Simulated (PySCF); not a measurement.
C5H2F4N2.
SMILES with atom numbers: `[N:1]#[C:2][C@@H:3]([F:4])[C@@H:5]([C:6]#[N:7])[C:8]([F:9])([F:10])[F:11]` (hydrogens: H12 on C3; H13 on C5)

Computed geometry: GFN2-xTB, gas phase.

Problem. What internal coordinates does the optimisation give?

Solution. 
```
                 bond  length (Å)   order
                N1≡C2       1.140  triple
                C2–C3       1.459  single
                C3–F4       1.369  single
                C3–C5       1.546  single
                C5–C6       1.452  single
                C6≡N7       1.139  triple
                C5–C8       1.538  single
C8–F9, C8–F10, C8–F11       1.335  single
               C3–H12       1.101  single
               C5–H13       1.099  single
```

Bonds in one row agree within 0.01 Å and their mean is given. Orders are formal, as drawn. A selection of angles:
```
    angle  degrees
 N1–C2–C3    179.0
 C2–C3–F4    109.6
 C2–C3–C5    109.8
 F4–C3–C5    109.4
 C3–C5–C6    110.1
 C3–C5–C8    111.1
 C6–C5–C8    109.0
 C5–C6–N7    179.0
 C5–C8–F9    111.2
F9–C8–F10    107.1
```

Dihedral angles: C2–C3–C5–C6 49° (synclinal); C3–C5–C8–F9 -176° (antiperiplanar).

The C–C distances run from 1.452 Å (C5–C6, drawn single) to 1.546 Å (C3–C5, drawn single), a spread of 0.094 Å. The 4 C–F bonds span 1.332 Å (C8–F10, drawn single) to 1.369 Å (C3–F4, drawn single), a spread of 0.037 Å. Of the pairs four or more bonds apart, F11···H12 is among the closest relative to their van der Waals radii: 2.51 Å, 94 % of the sum of Bondi's values.

Point group: C1 (no symmetry element, even within 0.4 Å). No frequency check. The numbers are those of one conformer.
